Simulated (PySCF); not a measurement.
## Indium: a sound run and one with changed settings

Sound run: In⁺ [Kr] 4d10 5s2, In²⁺ [Kr] 4d10 5s1. Calculation: PySCF 2.14, in cc-pVDZ-PP with ECP28MDF (4s3p2d, 23 functions); scalar relativity through the core potential. The sound run starts from symmetry-adapted Hartree-Fock orbitals and uses a fine grid where one is needed.

Changed run: radial step 0.5 in ln r (0.13 in the sound run). This setting is unsound on purpose.

```json
{"species": "In⁺", "method": "UHF", "sound run (hartree)": "-189.01390", "changed run (hartree)": "-189.01390", "converged": "yes"}
{"species": "In⁺", "method": "r2SCAN", "sound run (hartree)": "-189.96511", "changed run (hartree)": "-190.00543", "converged": "yes"}
{"species": "In⁺", "method": "B3LYP", "sound run (hartree)": "-189.97296", "changed run (hartree)": "-190.02701", "converged": "yes"}
{"species": "In²⁺", "method": "UHF", "sound run (hartree)": "-188.38874", "changed run (hartree)": "-188.38874", "converged": "yes"}
{"species": "In²⁺", "method": "r2SCAN", "sound run (hartree)": "-189.27444", "changed run (hartree)": "-189.31563", "converged": "yes"}
{"species": "In²⁺", "method": "B3LYP", "sound run (hartree)": "-189.27205", "changed run (hartree)": "-189.32652", "converged": "yes"}
```

Ionisation energy of In⁺:

```csv
method,sound run (eV),changed run (eV)
UHF,17.011,17.011
r2SCAN,18.794,18.770
B3LYP,19.073,19.061
```

A coarse radial grid mis-integrates the density and the exchange-correlation energy, with errors of either sign; Hartree-Fock needs no grid.

For comparison, NIST gives 18.870 eV between the lowest levels.
